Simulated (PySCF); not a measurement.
## Highest orbital energy against ionisation energy along group 15

Calculated with PySCF 2.14, no spin-orbit coupling. Each cell gives −ε(HOMO) / ΔSCF in eV; NIST values include spin-orbit coupling, (s) semi-empirical, (t) theoretical.

```
                                                            species              UHF              LDA              PBE             PBE0           r2SCAN  NIST (lowest levels)
                                N²⁺ (def2-QZVPPD, non-relativistic)  48.040 / 47.301  38.584 / 47.873  38.836 / 48.027  41.264 / 48.010  39.792 / 48.234            47.445 (s)
                                P²⁺ (def2-QZVPPD, non-relativistic)  29.988 / 29.590  24.812 / 30.207  24.957 / 30.244  26.373 / 30.266  25.416 / 30.376                30.203
                               As²⁺ (def2-QZVPPD, non-relativistic)  27.797 / 27.457  23.220 / 28.227  23.200 / 28.063  24.523 / 28.093  23.659 / 28.292        28.349 ± 0.012
Sb²⁺ (def2-QZVPPD with the def2 core potential (28 electrons), ECP)  24.448 / 24.150  20.586 / 24.927  20.499 / 24.706  21.660 / 24.742  20.892 / 24.884                25.323
Bi²⁺ (def2-QZVPPD with the def2 core potential (60 electrons), ECP)  23.338 / 23.054  19.727 / 23.884  19.597 / 23.639  20.708 / 23.666  19.947 / 23.735                25.571
```

Q: How far is −ε(HOMO) from ΔSCF on average for each method, and why?

A: UHF 0.41 eV; LDA -5.64 eV; PBE -5.52 eV; PBE0 -4.05 eV; r2SCAN -5.16 eV. Hartree-Fock orbital energies lack relaxation and so exceed the ΔSCF value; semilocal functionals have convex E(N) from self-interaction, so their HOMO lies far too high; exact exchange moves hybrids part of the way back.
